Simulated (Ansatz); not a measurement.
System: CH$_{3}$Br$_{3}$GeO (charge 0, singlet). 
Coordinates optimised at B3LYP-D3(BJ)/def2-TZVP (Ansatz, a first-principles code):
SMILES: C[O][Ge]([Br])([Br])[Br]
```xyz
9

C     -2.9688    -0.0931    -0.1725
O     -1.7741    -0.1899    -0.9523
Ge    -0.2017    -0.0331    -0.1812
Br     0.0592    -1.6736     1.4244
Br     1.3445    -0.2627    -1.8512
Br    -0.0231     2.0320     0.8388
H     -3.0500     0.8842     0.3093
H     -3.8007    -0.2208    -0.8634
H     -3.0109    -0.8770     0.5876
```
Charge 0, spin multiplicity 1.

Parts of the frozen-core correlation energy in STO-3G (Ansatz, hartree). Frozen orbitals: 58; correlated occupied orbitals by spin: 19 and 19; virtual: 8 and 8. No spin-orbit coupling. No relativistic terms.

```csv
term,value
reference (HF),-9798.93922
MP2 opposite-spin,?
MP2 same-spin,?
CCSD correlation,?
(T),-0.00400
T1 diagnostic,0.009
largest doubles amplitude,0.052
```

Some entries are withheld; supply them.


- MP2 opposite-spin, value: -0.11414
- MP2 same-spin, value: -0.01986
- CCSD correlation, value: -0.16954
